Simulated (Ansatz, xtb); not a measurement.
**Isomers of B2H8N2 in order of energy**

4 gas-phase structures of B2H8N2, from a drawn sample of its isomers (lower ones may exist). Each was relaxed with GFN2-xTB; where two conformers were screened, the lower at r2SCAN-D4/def2-SVP is listed:

A. `[BH2-]1[NH2+][BH2-][NH2+]1`, a singlet
B. `[BH3-]/[NH+]=[BH-]\[NH3+]`, a singlet
C. `[BH3-][NH2+][BH-]=[NH2+]`, a singlet
D. `[BH2-]=[NH+][BH2-][NH3+]`, a singlet

**Question.** Make a reasoned guess at their ranking by r2SCAN-D4/def2-SVP single-point energy.

**Answer.** Calculated order at r2SCAN-D4/def2-SVP: A (0.0), C (12.9), D (15.3), B (29.7) kcal/mol.

Energies above the lowest of each column, in kcal/mol:

```json
{"structure": "A", "GFN2-xTB": "0.0", "HF/STO-3G": "0.0", "r2SCAN-D4/def2-SVP": "0.0"}
{"structure": "C", "GFN2-xTB": "14.5", "HF/STO-3G": "38.3", "r2SCAN-D4/def2-SVP": "12.9"}
{"structure": "D", "GFN2-xTB": "18.7", "HF/STO-3G": "43.0", "r2SCAN-D4/def2-SVP": "15.3"}
{"structure": "B", "GFN2-xTB": "35.5", "HF/STO-3G": "71.4", "r2SCAN-D4/def2-SVP": "29.7"}
```

Every level run on A puts it lowest or level with the lowest. Flexible structures stand in one conformer each, not always the lowest. Frequencies (PBE0-D4/def2-SVP) were run for D alone.

Over these structures GFN2-xTB departs from r2SCAN-D4/def2-SVP by 1.9 kcal/mol on average once a common shift is removed. A GFN2-xTB relaxation took about 0.048 s and the r2SCAN-D4/def2-SVP energy about 1.3 s on a shared host (Ansatz 0.2.0, xtb 6.7.1).
